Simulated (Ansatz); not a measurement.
Basis-set extrapolation for F2H5NSi2, SMILES `F[SiH2]N[SiH2]F` (PBE0-D4/def2-TZVP geometry, frozen core, Ansatz 0.2.0). Multiplicity 1, RHF reference.

```csv
,def2-TZVPP,def2-QZVPP
HF,-834.449324,-834.481113
MP2 correlation,-0.951851,-1.035285
CCSD(T) correlation,-1.016459,not run
```

Energies in hartree. Use E(X) = E(∞) + A·exp(−7.88·√X) for Hartree–Fock and E(X) = E(∞) + B·X^(−2.97) for correlation, with X = 3 and 4, and add CCSD(T) minus MP2 of the smaller set to the MP2 limit.

Q: What is the CCSD(T) energy at the basis-set limit?

A: HF limit: -834.481113 + (-0.031789) × 0.13774 = -834.48549. MP2 limit: -1.035285 + (-0.083434) × 0.74074 = -1.09709. Higher-order term: -1.016459 − (-0.951851) = -0.06461. Total: -835.64719 hartree, 4.94 eV below CCSD(T)/def2-TZVPP.
